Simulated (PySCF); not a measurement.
Mg(F)(SeH) (FHMgSe), SMILES [F][Mg][SeH]. Atoms are numbered in the order given.

```xyz
4

Mg    -0.0033     1.2271     0.0000
F      0.0019     2.9960     0.0000
Se    -0.0418    -1.1916     0.0000
H      1.4427    -1.1739     0.0000
```
Charge 0, spin multiplicity 1.

Geometry: PBE-D3(BJ)/def2-TZVP. Other conformers were not sampled.

Computed with TDA-LC-ωPBE/def2-SVPD (PySCF 2.14.0).

Vertical excitations. Gas-phase values at a fixed geometry. State labels are in the subgroup Cs.

Question: List the lowest excited states. (Estimate from the structure and the level; the computed values follow.)

Answer: 
```tsv
state	symmetry	energy (eV)	λ (nm)	f	main pairs
S1	A"	4.87	255	0.068	HOMO→LUMO 92 %
S2	A"	5.65	220	0.000	HOMO→LUMO+4 44 %, HOMO→LUMO+1 24 %, HOMO→LUMO+3 18 %, HOMO→LUMO+6 10 %
S3	A"	6.24	199	0.000	HOMO→LUMO+1 47 %, HOMO→LUMO+8 20 %, HOMO→LUMO+6 19 %, HOMO→LUMO+3 9 %
S4	A'	6.27	198	0.099	HOMO−1→LUMO 65 %, HOMO→LUMO+2 20 %
S5	A'	6.76	184	0.164	HOMO→LUMO+2 31 %, HOMO−1→LUMO+4 16 %, HOMO−1→LUMO 12 %, HOMO→LUMO+7 12 %
S6	A'	7.33	169	0.212	HOMO−1→LUMO+1 44 %, HOMO−1→LUMO+4 17 %, HOMO→LUMO+2 14 %, HOMO−1→LUMO 9 %
S7	A"	7.54	164	0.013	HOMO→LUMO+3 28 %, HOMO−1→LUMO+2 22 %, HOMO→LUMO+5 15 %, HOMO−1→LUMO+7 7 %
S8	A'	7.69	161	0.116	HOMO−2→LUMO 39 %, HOMO−1→LUMO+6 11 %, HOMO−1→LUMO+3 8 %, HOMO−1→LUMO+8 7 %
S9	A"	7.70	161	0.000	HOMO−3→LUMO 63 %
S10	A'	7.75	160	0.129	HOMO−2→LUMO 45 %, HOMO−1→LUMO+1 15 %, HOMO−1→LUMO+6 8 %, HOMO−1→LUMO+8 7 %
T1	A"	4.49	276	0	HOMO→LUMO 87 %
T2	A"	5.15	241	0	HOMO→LUMO+4 44 %, HOMO→LUMO+3 17 %, HOMO→LUMO+6 17 %, HOMO→LUMO+1 10 %
T3	A'	5.41	229	0	HOMO−1→LUMO 77 %
T4	A'	6.05	205	0	HOMO→LUMO+2 50 %, HOMO→LUMO+7 19 %, HOMO−1→LUMO 10 %, HOMO→LUMO+9 9 %
```
Triplets are in the Tamm–Dancoff approximation.
